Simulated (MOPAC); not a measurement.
Input file for MOPAC: PM3 on C2H6OSi (SMILES CO[Si]C).

```
PM3 1SCF PRECISE CHARGE=0 THREADS=1
C2H6OSi

C      1.99166464 1    -0.17294380 1     0.46596610 1
O      0.58017167 1    -0.05394769 1     0.57191309 1
Si    -0.44648598 1     0.05384314 1    -0.72792523 1
C     -2.06321058 1     0.17798637 1     0.26207564 1
H      2.46051081 1     0.66944796 1     0.97709923 1
H      2.30942953 1    -1.09802129 1     0.94965802 1
H      2.32066112 1    -0.18485505 1    -0.57837680 1
H     -2.18122344 1    -0.70221556 1     0.90290953 1
H     -2.93714488 1     0.25800994 1    -0.38719794 1
H     -2.03437286 1     1.05269597 1     0.92053601 1
```

Output:

```
*******************************************************************************
 **                                                                           **
 **                              MOPAC v23.2.5                                **
 **                                                                           **
 *******************************************************************************
 ** MOPAC's Digital Object Identifier: https://doi.org/10.5281/zenodo.6511958 **
 **                                                                           **
 ** Please cite the open-source release paper for use of this MOPAC version:  **
 ** J. E. Moussa and J. J. P. Stewart (2026)                                  **
 ** MOPAC: An open-source semiempirical molecular orbital program             **
 ** J. Open Source Softw., 11(119), 8025, https://doi.org/10.21105/joss.08025 **
 *******************************************************************************

                              PM3 CALCULATION RESULTS

 *******************************************************************************
 *  PM3        - The PM3 Hamiltonian to be used
 *
 *
 *
 *                 CHARGE ON SYSTEM = 0
 *
 *
 *
 *  PRECISE    - TIGHTER CRITERIA TO BE USED
 *  1SCF       - DO 1 SCF AND THEN STOP
 *  THREADS=1  - MULTI-THREADING NOT USED
 *  T=         - A TIME OF 172800.0 SECONDS REQUESTED
 *  DUMP=N     - RESTART FILE WRITTEN EVERY 7200.0 SECONDS REQUESTED
 *******************************************************************************
PM3 1SCF PRECISE CHARGE=0 THREADS=1
 C2H6OSi

   ATOM   CHEMICAL          X               Y               Z
  NUMBER   SYMBOL      (ANGSTROMS)     (ANGSTROMS)     (ANGSTROMS)

     1       C          1.99166464  *  -0.17294380  *   0.46596610  *
     2       O          0.58017167  *  -0.05394769  *   0.57191309  *
     3      Si         -0.44648598  *   0.05384314  *  -0.72792523  *
     4       C         -2.06321058  *   0.17798637  *   0.26207564  *
     5       H          2.46051081  *   0.66944796  *   0.97709923  *
     6       H          2.30942953  *  -1.09802129  *   0.94965802  *
     7       H          2.32066112  *  -0.18485505  *  -0.57837680  *
     8       H         -2.18122344  *  -0.70221556  *   0.90290953  *
     9       H         -2.93714488  *   0.25800994  *  -0.38719794  *
    10       H         -2.03437286  *   1.05269597  *   0.92053601  *



          CARTESIAN COORDINATES

    NO.       ATOM           X           Y           Z

     1         C          1.9917     -0.1729      0.4660
     2         O          0.5802     -0.0539      0.5719
     3        Si         -0.4465      0.0538     -0.7279
     4         C         -2.0632      0.1780      0.2621
     5         H          2.4605      0.6694      0.9771
     6         H          2.3094     -1.0980      0.9497
     7         H          2.3207     -0.1849     -0.5784
     8         H         -2.1812     -0.7022      0.9029
     9         H         -2.9371      0.2580     -0.3872
    10         H         -2.0344      1.0527      0.9205

  H: (PM3): J. J. P. STEWART, J. COMP. CHEM. 10, 209 (1989).
  C: (PM3): J. J. P. STEWART, J. COMP. CHEM. 10, 209 (1989).
  O: (PM3): J. J. P. STEWART, J. COMP. CHEM. 10, 209 (1989).
 Si: (PM3): J. J. P. STEWART, J. COMP. CHEM. 10, 209 (1989).

           Empirical Formula: C2 H6 O Si  =    10 atoms



      MOLECULAR POINT GROUP   :   Cs


      RHF CALCULATION, NO. OF DOUBLY OCCUPIED LEVELS = 12


 -------------------------------------------------------------------------------
 PM3 1SCF PRECISE CHARGE=0 THREADS=1
 C2H6OSi



     1SCF WAS SPECIFIED, SO BFGS WAS NOT USED
     SCF FIELD WAS ACHIEVED


                              PM3 CALCULATION
                                                       MOPAC v23.2.5 Linux




          FINAL HEAT OF FORMATION =        -50.09640 KCAL/MOL =    -209.60334 KJ/MOL


          COSMO AREA              =        121.35 SQUARE ANGSTROMS
          COSMO VOLUME            =        109.58 CUBIC ANGSTROMS

          IONIZATION POTENTIAL    =          7.855752 EV
          HOMO LUMO ENERGIES (EV) =         -7.856 -1.255
          NO. OF FILLED LEVELS    =         12
          MOLECULAR WEIGHT        =         74.1543         POINT GROUP:  Cs

          MOLECULAR DIMENSIONS (Angstroms)

            Atom       Atom       Distance
            H     9    H     5     5.58259
            H    10    H     7     2.94240
            H     6   Si     3     1.66939


          SCF CALCULATIONS        =          1





   ATOM   CHEMICAL          X               Y               Z
  NUMBER   SYMBOL      (ANGSTROMS)     (ANGSTROMS)     (ANGSTROMS)

     1       C          1.99166464  *  -0.17294380  *   0.46596610  *
     2       O          0.58017167  *  -0.05394769  *   0.57191309  *
     3      Si         -0.44648598  *   0.05384314  *  -0.72792523  *
     4       C         -2.06321058  *   0.17798637  *   0.26207564  *
     5       H          2.46051081  *   0.66944796  *   0.97709923  *
     6       H          2.30942953  *  -1.09802129  *   0.94965802  *
     7       H          2.32066112  *  -0.18485505  *  -0.57837680  *
     8       H         -2.18122344  *  -0.70221556  *   0.90290953  *
     9       H         -2.93714488  *   0.25800994  *  -0.38719794  *
    10       H         -2.03437286  *   1.05269597  *   0.92053601  *

                             CARTESIAN COORDINATES

   1    C        1.991664640    -0.172943800     0.465966100
   2    O        0.580171670    -0.053947690     0.571913090
   3   Si       -0.446485980     0.053843140    -0.727925230
   4    C       -2.063210580     0.177986370     0.262075640
   5    H        2.460510810     0.669447960     0.977099230
   6    H        2.309429530    -1.098021290     0.949658020
   7    H        2.320661120    -0.184855050    -0.578376800
   8    H       -2.181223440    -0.702215560     0.902909530
   9    H       -2.937144880     0.258009940    -0.387197940
  10    H       -2.034372860     1.052695970     0.920536010


           Empirical Formula: C2 H6 O Si  =    10 atoms



      MOLECULAR POINT GROUP   :   Cs


                  EIGENVALUES
 -37.16918 -28.79443 -26.38456 -17.03106 -15.66794 -15.51502 -13.50497 -13.44518
 -12.27424 -11.15472 -11.15080  -7.85575  -1.25462   1.21519   1.61005   3.84580
   4.38017   4.39608   4.61486   4.64795   4.83911   5.15335


              NET ATOMIC CHARGES AND DIPOLE CONTRIBUTIONS

  ATOM NO.   TYPE          CHARGE      No. of ELECS.   s-Pop       p-Pop
    1          C           0.112674        3.8873     1.12273     2.76459
    2          O          -0.428206        6.4282     1.79404     4.63417
    3         Si           0.447320        3.5527     1.70635     1.84633
    4          C          -0.376730        4.3767     1.17266     3.20407
    5          H           0.018549        0.9815     0.98145
    6          H           0.018548        0.9815     0.98145
    7          H           0.018435        0.9816     0.98156
    8          H           0.061506        0.9385     0.93849
    9          H           0.066372        0.9336     0.93363
   10          H           0.061531        0.9385     0.93847
 DIPOLE           X         Y         Z       TOTAL
 POINT-CHG.     1.107    -0.058    -2.427     2.668
 HYBRID        -0.485    -0.011     3.565     3.598
 SUM            0.622    -0.069     1.138     1.299


          ATOMIC ORBITAL ELECTRON POPULATIONS

     Atom    s        px        py        pz
    1  C   1.12273   0.80836   0.97804   0.97820
    2  O   1.79404   1.20462   1.75257   1.67698
    3 Si   1.70635   0.65267   0.29008   0.90359
    4  C   1.17266   1.12765   1.01267   1.06375
    5  H   0.98145
    6  H   0.98145
    7  H   0.98156
    8  H   0.93849
    9  H   0.93363
   10  H   0.93847

 **********************
 *                    *
 * JOB ENDED NORMALLY *
 *                    *
 **********************




 == MOPAC DONE ==
```

The run finished.

Cost: very roughly 0.03 core-seconds.
